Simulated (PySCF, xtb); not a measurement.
B(Cl)(GeH3)2 (BClGe2H6), SMILES Cl[B]([GeH3])[GeH3].

GFN2-xTB (xtb 6.7.1) at its own geometry gives an orbital gap of 2.52 eV and a dipole moment of 1.00 D.

Coordinates come from a B3LYP-D3(BJ)/def2-SVP optimisation. The structure was generated by enumeration, and PubChem lists no compound with its InChIKey, so it may never have been made.

### Question
What does PySCF with PBE/def2-TZVP give? (The exact figures need the calculation; the answer reports its results.)

### Answer
gap 2.85 eV (levels -6.32 and -3.47 eV), dipole 0.04 D.
